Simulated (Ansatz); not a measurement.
Relaxation of C$_{2}$H$_{8}$BFOSi (14 atoms, charge 0, multiplicity 1), to a largest force component of 0.02 eV/Å in at most 50 steps.

These are results of Ansatz 0.2.0, RKS B3LYP-D4/cc-pVDZ, not measurements.

```xyz
14
Properties=species:S:1:pos:R:3
C -0.546 -1.824 -0.959
B -0.496 -1.466 0.581
Si 0.065 0.284 1.185
F -1.046 0.995 2.127
C 0.483 1.381 -0.275
O 0.909 2.650 0.210
H -1.286 -1.077 -1.442
H -0.909 -2.803 -1.122
H 0.407 -1.644 -1.399
H -0.774 -2.292 1.396
H 1.298 0.122 2.039
H 1.180 2.460 1.143
H -0.488 1.532 -0.886
H 1.072 3.191 -0.578
```

Question: Where does it end, and by what steps?

Answer: The run ended unconverged. The force dipped under the threshold on the way, but the program's further checks kept it going. After 49 steps the energy has fallen by 3.484 eV; H10 moved furthest, 2.14 Å. Parted: C5–O6. Joined: B2–C5.

```tsv
step	energy less start (eV)	largest force component (eV/Å)	accepted
0	0.0000	4.415	yes
2	-1.4000	2.020	yes
4	-1.6371	0.330	yes
6	-1.6637	0.152	yes
8	-1.6696	0.118	yes
10	-1.6708	0.079	yes
12	-1.6725	0.042	yes
14	-1.6745	0.110	yes
16	-1.6809	0.207	yes
18	-1.6826	0.386	yes
20	-1.7119	0.177	yes
22	-1.7352	0.111	yes
24	-1.7404	0.144	yes
26	-1.7427	0.073	yes
28	-1.7443	0.026	yes
30	-1.7455	0.118	yes
32	-1.7441	0.399	no
34	-1.7477	0.020	yes
36	-1.7502	0.368	no
38	-1.7523	0.027	yes
40	-1.7617	0.194	yes
42	-1.7814	0.224	yes
44	-1.9208	0.747	yes
46	-2.5964	1.182	yes
48	-3.2102	1.037	yes
49	-3.4844	1.060	yes
```

```xyz
14
Properties=species:S:1:pos:R:3
C -0.544 -1.589 -1.152
B 0.128 -0.690 -0.018
Si -0.679 0.345 1.836
F -2.088 0.929 2.494
C -0.253 0.789 0.154
O 1.370 2.371 -0.238
H -1.271 -1.004 -1.748
H -1.092 -2.427 -0.687
H 0.187 -2.044 -1.849
H 0.952 -1.203 0.747
H 0.429 0.456 2.847
H 1.504 2.489 0.716
H -0.930 1.252 -0.578
H 2.154 1.834 -0.502
```

The run took 4 min on 2 threads of Arm Neoverse V1, on a shared host, peak memory 0.31 GiB.
